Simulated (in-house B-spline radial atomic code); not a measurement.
RPA and G0W0 for C⁴⁺, 1s2, as one setting changes: the share of exact exchange in the PBE hybrid start. A dash marks a level of low quasi-particle weight. Computed with a B-spline radial code for spherical atoms: all electrons, non-relativistic, point nucleus, each spin shell either full or empty, empty states to l = 9 with an (l + 1/2)⁻⁴ tail; G0W0 by contour deformation at full frequency.

Relativity, left out, deepens the 1s level by about Z⁴α²/8 hartree.

```csv
share of exact exchange in the PBE hybrid start,mean-field level (eV),G0W0 level (eV),RPA correlation (Eh)
0,-357.58,1s -391.65,-0.090157
0.1,?,?,?
0.2,-364.69,1s -391.74,-0.088649
0.3,-368.25,1s -391.77,-0.087917
0.4,-371.81,1s -391.81,-0.087201
0.5,-375.37,1s -391.84,-0.086499
0.6,-378.94,1s -391.87,-0.08581
0.7,-382.51,1s -391.90,-0.085135
0.8,?,?,?
0.9,-389.67,1s -391.95,-0.083823
1,-393.25,1s -391.97,-0.083186
```

(1) What belongs in the row for 0.8?

(2) What belongs in the row for 0.1?

(3) At what share of exact exchange does G0W0 leave the highest level unchanged?

Results:

(1) mean-field level (eV): -386.09; G0W0 level (eV): 1s -391.92; RPA correlation (Eh): -0.084473.

(2) mean-field level (eV): -361.13; G0W0 level (eV): 1s -391.69; RPA correlation (Eh): -0.089395.

(3) Near 0.96, where the shift changes sign (-2.282 eV at 0.9, +1.280 eV at 1).
